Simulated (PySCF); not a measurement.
## Spinor energies of Kr³³⁺ (krypton, charge +33)

Start: [He] 2s1; 2s1/2 filled at m_j = +1/2. Calculated with PySCF 2.14 in an even-tempered Gaussian basis (17 s from 13 bohr⁻², ratio 2.4; 11 p from 17 bohr⁻², ratio 2.4; 5 d from 53 bohr⁻², ratio 2.6; 4 f from 79 bohr⁻², ratio 2.6): generalised Hartree-Fock with the X2C-1e Hamiltonian and a Gaussian nucleus; one run each with spin-orbit coupling (SO) switched off, then screened by Boettger's factors.

```
spinor shell  electrons  ε, spin-free (eV)  ε, screened SO (eV)  weight of nominal j (screened SO)  rms radius, screened SO (bohr)
       1s1/2          2           -17121.8             -17121.8                              1.000                          0.0473
       2s1/2          1            -4111.1              -4111.1                              1.000                           0.182
```

```json
{"quantity": "E (hartree)", "spin-free": "-1446.94054", "screened SO": "-1446.94054"}
{"quantity": "M_J", "spin-free": "1/2", "screened SO": "1/2"}
{"quantity": "⟨J²⟩", "spin-free": "0.750", "screened SO": "0.750"}
{"quantity": "⟨L²⟩", "spin-free": "0.000", "screened SO": "0.000"}
{"quantity": "⟨S²⟩", "spin-free": "0.750", "screened SO": "0.750"}
```

Each row is a mean over spinors that exchange with the open shell spreads, by up to 22.593 eV (1s1/2).

Without spin-orbit coupling the j labels of p, d and f shells carry no meaning; the spin-free column gives the mean over the occupied spinors of each nl shell.
